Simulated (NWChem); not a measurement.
# CH4BClFN; SMILES ClB(F)NC

```xyz
9

B      0.2245    -0.1078     0.0000
Cl    -0.3198    -1.7939     0.0000
F      1.5333     0.1303     0.0000
N     -0.6951     0.9357     0.0000
C     -0.3751     2.3424     0.0000
H     -1.6807     0.7048     0.0000
H     -0.7739     2.8540     0.8919
H     -0.7739     2.8540    -0.8919
H      0.7155     2.4678     0.0000
```
Atoms are numbered in this order, from 1.

Computed with NWChem. Pople sets run with spherical d functions. Geometry: optimised at PBE0/def2-SVP. Atomic charges in e: unrestrained fits to the electrostatic potential beside Mulliken populations; buried atoms are poorly determined by the fit.

For level Hartree-Fock/6-31G*:

ESP B1: 0.67
Mulliken B1: 0.79
Mulliken Cl2: -0.27
Mulliken F3: -0.39
ESP N4: -0.63
Mulliken N4: -0.77
Mulliken C5: -0.30

### Question
Estimate the same quantities for level B3LYP/def2-SVP.

### Answer
- ESP B1: 0.43
- Mulliken B1: 0.07
- Mulliken Cl2: -0.14
- Mulliken F3: -0.11
- ESP N4: -0.44
- Mulliken N4: -0.13
- Mulliken C5: 0.10
